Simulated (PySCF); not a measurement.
C₂H₃B₂F₂N.
SMILES with atom numbers: `[NH2:1][BH:2][C:3]#[C:4][B:5]([F:6])[F:7]` (hydrogens: H8, H9 on N1; H10 on B2)

Cartesian coordinates in Å at the PBE0-D3(BJ)/def2-SVP level; atoms count from 1:
```xyz
10
C2H3B2F2N angstrom
N      2.1459    0.2259    0.5535
B      1.0732   -0.6501    0.4556
C     -0.3624   -0.1250    0.3209
C     -1.5165    0.2740    0.2246
B     -2.9506    0.7697    0.1349
F     -3.5385    0.9933   -1.0237
F     -3.6546    0.9998    1.2242
H      3.1004   -0.0940    0.6479
H      2.0454    1.2329    0.5418
H      1.2723   -1.8414    0.4805
```

Mayer bond orders were computed from the PBE0/pcSseg-1 density (PySCF). Geometry: PBE0-D3(BJ)/def2-SVP; no solvent, vibrations or thermal averaging.

Q: The orders 1.03, 1.14, 1.41, 2.48 belong to the bonds N1–B2, C3–C4, C4–B5, B5–F6, in another order. Match them.

A: C4–B5 1.03; B5–F6 1.14; N1–B2 1.41; C3–C4 2.48.

Q: Set the orders of all bonds between heavy atoms beside their lengths and the difference of the IAO charges at their ends.

A: 
| bond | Mayer order | length (Å) | q(first) − q(second) (e) |
| --- | --- | --- | --- |
| C3–C4 | 2.483 | 1.225 | +0.128 |
| N1–B2 | 1.414 | 1.388 | -0.605 |
| B5–F6 | 1.142 | 1.318 | +1.024 |
| B5–F7 | 1.141 | 1.317 | +1.024 |
| C4–B5 | 1.028 | 1.520 | -0.918 |
| B2–C3 | 1.019 | 1.534 | +0.169 |

For a closed shell the Mayer order of atoms A and B is Σ (PS)μν (PS)νμ over the basis functions μ on A and ν on B, with P the density and S the overlap matrix.
